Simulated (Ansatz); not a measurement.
Al(OPMe3)F3 (C3H9AlF3OP). Total charge 0; triplet. Geometry PBE-D4/def2-SVP, that of the neutral singlet; atoms count from 1.

```csv
atom,x (Å),y (Å),z (Å)
Al1,-0.2287,2.5487,-0.5880
O2,0.1118,1.2321,0.6765
P3,0.0865,-0.2921,0.3286
C4,-1.5537,-0.8194,-0.2288
C5,0.5157,-1.2009,1.8353
C6,1.2856,-0.7013,-0.9654
H7,-1.5769,-1.9031,-0.4551
H8,-1.7641,-0.2216,-1.1385
H9,-2.2978,-0.5773,0.5546
H10,-0.2204,-0.9530,2.6246
H11,0.5147,-2.2933,1.6532
H12,1.5200,-0.8793,2.1730
H13,0.9769,-0.1151,-1.8543
H14,2.2936,-0.3780,-0.6405
H15,1.2862,-1.7858,-1.1895
F16,-1.5755,3.4085,-0.0635
F17,-0.5727,1.5170,-1.9255
F18,1.1989,3.4138,-0.7967
```

At PBE0-D4/def2-TZVP a singlet of charge 0 lies 7.71 eV below the triplet at the same geometry.

**Question.** Estimate the Mulliken populations from the PBE0/def2-TZVP orbitals of Ansatz.

**Answer.** 
```json
{"atom": "Al1", "charge (e)": "0.73", "spin (α − β)": "0.07"}
{"atom": "O2", "charge (e)": "0.04", "spin (α − β)": "0.62"}
{"atom": "P3", "charge (e)": "0.08", "spin (α − β)": "0.86"}
{"atom": "C4", "charge (e)": "-0.36", "spin (α − β)": "0.07"}
{"atom": "C5", "charge (e)": "-0.38", "spin (α − β)": "-0.07"}
{"atom": "C6", "charge (e)": "-0.37", "spin (α − β)": "0.06"}
{"atom": "H7", "charge (e)": "0.11", "spin (α − β)": "0.11"}
{"atom": "H8", "charge (e)": "0.21", "spin (α − β)": "0.00"}
{"atom": "H9", "charge (e)": "0.17", "spin (α − β)": "0.01"}
{"atom": "H10", "charge (e)": "0.16", "spin (α − β)": "0.01"}
{"atom": "H11", "charge (e)": "0.11", "spin (α − β)": "0.07"}
{"atom": "H12", "charge (e)": "0.16", "spin (α − β)": "0.01"}
{"atom": "H13", "charge (e)": "0.21", "spin (α − β)": "0.00"}
{"atom": "H14", "charge (e)": "0.17", "spin (α − β)": "0.01"}
{"atom": "H15", "charge (e)": "0.11", "spin (α − β)": "0.10"}
{"atom": "F16", "charge (e)": "-0.36", "spin (α − β)": "0.03"}
{"atom": "F17", "charge (e)": "-0.41", "spin (α − β)": "0.00"}
{"atom": "F18", "charge (e)": "-0.36", "spin (α − β)": "0.03"}
```
Mulliken values depend strongly on the basis.

**Question.** Where does the spin sit?

**Answer.** Summed by element: Al 0.07, O 0.62, P 0.86, C 0.07, H 0.32, F 0.06, of 2 unpaired in all. Largest on single atoms: P3 0.86, O2 0.62, H7 0.11.

**Question.** And the Mayer bond orders between heavy atoms (over 0.3)?

**Answer.** Al1–O2 0.59 (1.86 Å); Al1–F16 1.04 (1.68 Å); Al1–F17 0.90 (1.72 Å); Al1–F18 1.04 (1.68 Å); O2–P3 0.78 (1.56 Å); P3–C4 0.97 (1.81 Å); P3–C5 1.03 (1.81 Å); P3–C6 0.98 (1.81 Å).
